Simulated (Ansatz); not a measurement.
Reaction (isomerisation): `N[SiH2]OCO` → `OC(O)N[SiH3]`

Program: Ansatz. Geometries: PBE0-D4/def2-TZVP. ΔE: electronic, gas phase. CCSD(T)/CBS is the MP2 limit (def2-TZVPP, def2-QZVPP) plus CCSD(T) − MP2 in def2-TZVPP, frozen cores. DFT in def2-TZVPP. One conformer a species, not always the lowest.

`N[SiH2]OCO`:

Cartesian coordinates in Å:
```
N -0.053 1.496 -1.915
Si -0.585 0.497 -0.645
O 0.666 -0.006 0.322
C 0.614 -1.190 1.059
O -0.352 -1.154 2.067
H 0.561 1.154 -2.636
H 0.056 2.487 -1.776
H -1.549 1.307 0.138
H -1.206 -0.736 -1.197
H 1.617 -1.351 1.468
H 0.336 -2.038 0.423
H -0.106 -0.466 2.693
```

`OC(O)N[SiH3]`:

Z-matrix (Å, degrees):
```
C
O 1 1.405
N 1 1.418 2 111.8
O 1 1.394 2 106.2 3 120.7
H 1 1.103 2 109.9 3 -119.9
H 2 0.962 1 107.4 3 53.2
Si 3 1.730 1 123.0 2 -152.3
H 3 1.012 1 110.7 2 60.2
H 4 0.963 1 107.6 2 41.4
H 7 1.489 3 115.5 1 -73.1
H 7 1.485 3 107.2 1 166.2
H 7 1.486 3 107.0 1 47.3
```

| level | ΔE (kcal/mol) |
| --- | --- |
| PBE-D4 | 29.8 |
| CCSD/def2-TZVPP | 32.4 |
| SCS-MP2/def2-QZVPP | 33.8 |
| MP2/CBS(def2) | 34.0 |

Problem. What does CCSD(T)/CBS give? (Estimate.)

Solution. The calculation gave: +32.8 kcal/mol. The listed levels differ from it by -3.0, -0.4, 1.0, 1.2 kcal/mol.

Largest T1 diagnostic among the species: 0.011.

In def2-TZVPP, CCSD(T) changes the Hartree–Fock value by −2.2 kcal/mol (the triples alone add −0.4 kcal/mol) and MP2 by −1.1 kcal/mol.
